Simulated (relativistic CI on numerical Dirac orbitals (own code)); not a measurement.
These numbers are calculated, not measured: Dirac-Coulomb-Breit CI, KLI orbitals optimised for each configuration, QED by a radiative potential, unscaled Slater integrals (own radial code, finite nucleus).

The strongest absorption lines from the ground level of an ion, among the configurations computed and to levels below about 233 eV (vacuum wavelength in nm, gf): 5.4291 (0.67), 11.407 (7), 11.420 (0.55), 11.714 (3.5), 11.723 (2), 11.836 (1.3), 11.967 (1.2), 12.455 (0.44).

Which ion is it?
A. I¹⁹⁺
B. In¹⁵⁺
C. I¹⁷⁺
D. La²³⁺

A. I¹⁹⁺ has 34 electrons and the ground level 4s2 4p4 3P_2; the strongest line goes to 4s2 4p3 4d 3D°_3. The pattern of lines fixes the number of electrons, and along that sequence the line energies rise steadily with the charge (about as its square where n changes within one kind of shell, about linearly where n is kept but much faster in heavy ions where fine structure, which grows about as Z⁴, sets the gap, and irregularly where shells cross), which fixes Z. Configurations outside the model, such as inner-shell arrays, can give stronger lines. At this charge energies of transitions that change n are usually good to better than 1 %, and those within a shell (Δn = 0) to a few per cent.

LS names give the leading component of a level, which can be under half, so a name can repeat, a term be missing and a line seem to break the LS rules.
